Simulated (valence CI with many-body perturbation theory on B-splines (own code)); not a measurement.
# Ba XLIV: electric-dipole lines

Calculated by configuration interaction combined with many-body perturbation theory (CI+MBPT): three valence electrons over a frozen Dirac-Fock core [Ne], a basis of 11 s, 11 p, 9 d, 7 f, 5 g, 2 h, 1 i functions for each j, with the one-electron correlation potential Σ1 (screened to all orders), the two-electron term Σ2, the three-electron term Σ3, Breit, model QED; selected single and double excitations, second order for the rest (own B-spline code, finite nucleus).

No measured spectrum was set against this ion. As an estimate, large intervals hold to a few tenths of a per cent, small ones and those within an open d or f shell to about a per cent.

Lines 1 to 50 of 277 in falling wavelength, among levels below 5234.6 × 10³ cm⁻¹, chosen from the strongest by gf and those to the six lowest levels. Wavelengths and rates use the calculated energies. Electric multipoles are in the length gauge, E1 and E2 with the static RPA response of the core. Weak lines are less certain than strong ones. Lines between different terms over intervals too small for the method are left out, as are lines whose strength nearly cancels. The highest levels of a list are the least certain.

Levels are named by their leading jj configuration (3d3/2^4 stands for four electrons in 3d with j = 3/2), which in mixed levels can hold well under half, so a name can repeat and another be missing. Letters in brackets count levels of one name in rising energy.

```
λ vac (nm)                          Upper                       Lower   A (s⁻¹)  S (a.u.)
     129.8             (3s 3p1/2^2) J=1/2          (3s^2 3p3/2) J=3/2  2.65e+05  5.72e-04
     15.67      (3p1/2 3p3/2 3d3/2) J=7/2  (3s 3p3/2 3d3/2) J=5/2 [b]  2.50e+09  3.79e-02
     14.57         (3s 3p1/2 3d3/2) J=5/2          (3s^2 3d3/2) J=3/2  3.73e+09  3.42e-02
     13.98     (3s 3p1/2 3p3/2) J=3/2 [a]          (3s^2 3p3/2) J=3/2  8.36e+08  4.51e-03
     13.79  (3p1/2 3p3/2 3d5/2) J=7/2 [b]  (3s 3p3/2 3d5/2) J=5/2 [b]  5.43e+09  5.62e-02
     13.40      (3p1/2 3p3/2 3d5/2) J=9/2  (3s 3p3/2 3d5/2) J=7/2 [b]  4.29e+09  5.09e-02
     13.22          (3p1/2 3p3/2^2) J=5/2          (3s 3p3/2^2) J=3/2  4.24e+09  2.90e-02
     12.33         (3s 3p1/2 3p3/2) J=5/2          (3s^2 3p3/2) J=3/2  5.71e+09  3.17e-02
     11.93         (3s 3p1/2 3d5/2) J=7/2          (3s^2 3d5/2) J=5/2  7.99e+09  5.36e-02
     11.88      (3p1/2 3p3/2 3d5/2) J=9/2  (3s 3p3/2 3d5/2) J=7/2 [a]  8.64e+09  7.15e-02
     11.82  (3p1/2 3p3/2 3d3/2) J=5/2 [a]  (3s 3p3/2 3d3/2) J=5/2 [a]  5.92e+09  2.90e-02
     11.76  (3p1/2 3p3/2 3d3/2) J=5/2 [a]  (3s 3p3/2 3d3/2) J=3/2 [a]  4.53e+09  2.18e-02
     11.71          (3p1/2^2 3d3/2) J=3/2  (3s 3p1/2 3d3/2) J=3/2 [b]  8.39e+09  2.66e-02
     11.69  (3p1/2 3p3/2 3d5/2) J=7/2 [b]  (3s 3p3/2 3d5/2) J=7/2 [b]  3.65e+09  2.31e-02
     11.54          (3p1/2^2 3d3/2) J=3/2      (3s 3p1/2 3d3/2) J=1/2  9.45e+09  2.87e-02
     11.54             (3s 3p1/2^2) J=1/2          (3s^2 3p1/2) J=1/2  1.37e+10  2.07e-02
     11.39          (3p1/2^2 3p3/2) J=3/2  (3s 3p1/2 3p3/2) J=3/2 [b]  5.75e+09  1.68e-02
     11.25          (3p1/2 3p3/2^2) J=1/2          (3s 3p3/2^2) J=1/2  1.77e+10  2.48e-02
     11.24  (3p1/2 3p3/2 3d5/2) J=5/2 [a]  (3s 3p3/2 3d3/2) J=3/2 [b]  8.37e+09  3.52e-02
     11.22  (3p1/2 3p3/2 3d5/2) J=3/2 [b]      (3s 3p3/2 3d5/2) J=1/2  9.83e+09  2.75e-02
     11.16  (3p1/2 3p3/2 3d3/2) J=3/2 [a]  (3s 3p3/2 3d3/2) J=3/2 [a]  1.02e+10  2.80e-02
     11.14      (3p1/2 3p3/2 3d3/2) J=7/2      (3s 3p3/2 3d3/2) J=7/2  9.33e+09  5.09e-02
     11.12  (3p1/2 3p3/2 3d5/2) J=5/2 [b]  (3s 3p3/2 3d5/2) J=7/2 [b]  7.78e+09  3.17e-02
     11.09     (3s 3p1/2 3d5/2) J=5/2 [b]          (3s^2 3d5/2) J=5/2  8.31e+09  3.36e-02
     11.05  (3p1/2 3p3/2 3d3/2) J=1/2 [a]  (3s 3p3/2 3d3/2) J=1/2 [a]  1.56e+10  2.08e-02
     10.91      (3p1/2 3p3/2 3d3/2) J=7/2  (3s 3p3/2 3d3/2) J=5/2 [a]  4.68e+09  2.40e-02
     10.89         (3s 3p1/2 3d5/2) J=3/2          (3s^2 3d5/2) J=5/2  1.14e+10  2.92e-02
     10.77          (3p1/2^2 3d5/2) J=5/2      (3s 3p1/2 3d5/2) J=3/2  1.56e+10  5.78e-02
     10.68  (3p1/2 3p3/2 3d5/2) J=3/2 [a]  (3s 3p3/2 3d5/2) J=5/2 [a]  1.85e+10  4.44e-02
     10.63     (3s 3p1/2 3p3/2) J=3/2 [b]          (3s^2 3p3/2) J=3/2  8.83e+09  2.10e-02
     10.58          (3p1/2^2 3d5/2) J=5/2  (3s 3p1/2 3d5/2) J=5/2 [b]  2.06e+10  7.24e-02
     10.52  (3p1/2 3p3/2 3d5/2) J=7/2 [b]  (3s 3p3/2 3d5/2) J=7/2 [a]  7.19e+09  3.30e-02
     10.44  (3p1/2 3p3/2 3d5/2) J=5/2 [a]  (3s 3p3/2 3d5/2) J=5/2 [a]  1.67e+10  5.64e-02
     10.41          (3p1/2 3p3/2^2) J=5/2          (3s 3p3/2^2) J=5/2  1.16e+10  3.86e-02
     10.09     (3s 3p1/2 3d3/2) J=3/2 [a]  (3s 3p1/2 3p3/2) J=3/2 [b]  7.70e+09  1.56e-02
     10.05  (3p1/2 3p3/2 3d5/2) J=5/2 [b]  (3s 3p3/2 3d5/2) J=7/2 [a]  1.52e+10  4.57e-02
     9.975  (3p1/2 3p3/2 3d5/2) J=5/2 [a]  (3s 3p3/2 3d5/2) J=3/2 [a]  7.48e+09  2.20e-02
     9.973          (3p1/2 3p3/2^2) J=3/2          (3s 3p3/2^2) J=5/2  2.14e+10  4.19e-02
     9.969  (3p1/2 3p3/2 3d5/2) J=7/2 [a]      (3s 3p3/2 3d5/2) J=9/2  2.96e+10  1.16e-01
     9.941         (3s 3p1/2 3p3/2) J=1/2          (3s^2 3p3/2) J=3/2  1.44e+10  1.40e-02
     9.921          (3p1/2^2 3p3/2) J=3/2      (3s 3p1/2 3p3/2) J=5/2  3.39e+10  6.53e-02
     9.919          (3p1/2^2 3d5/2) J=5/2      (3s 3p1/2 3d5/2) J=7/2  3.89e+10  1.13e-01
     9.868          (3p1/2^2 3d3/2) J=3/2      (3s 3p1/2 3d3/2) J=5/2  4.22e+10  8.01e-02
     9.602  (3p1/2 3p3/2 3d3/2) J=5/2 [b]      (3s 3p3/2 3d3/2) J=7/2  3.29e+10  8.63e-02
     9.487      (3p1/2 3p3/2 3d5/2) J=9/2      (3s 3p3/2 3d5/2) J=9/2  2.37e+10  9.98e-02
     9.461  (3p1/2 3p3/2 3d3/2) J=3/2 [b]  (3s 3p3/2 3d3/2) J=5/2 [a]  1.70e+10  2.85e-02
     9.453         (3s 3p1/2 3d3/2) J=5/2  (3s 3p1/2 3p3/2) J=3/2 [b]  1.36e+09  3.40e-03
     9.416  (3p1/2 3p3/2 3d3/2) J=5/2 [a]       (3p1/2 3p3/2^2) J=5/2  1.24e+10  3.07e-02
     9.259          (3p1/2^2 3d3/2) J=3/2  (3s 3p1/2 3d3/2) J=3/2 [a]  1.95e+10  3.06e-02
     9.062          (3p1/2^2 3p3/2) J=3/2  (3s 3p1/2 3p3/2) J=3/2 [a]  1.14e+10  1.68e-02
```
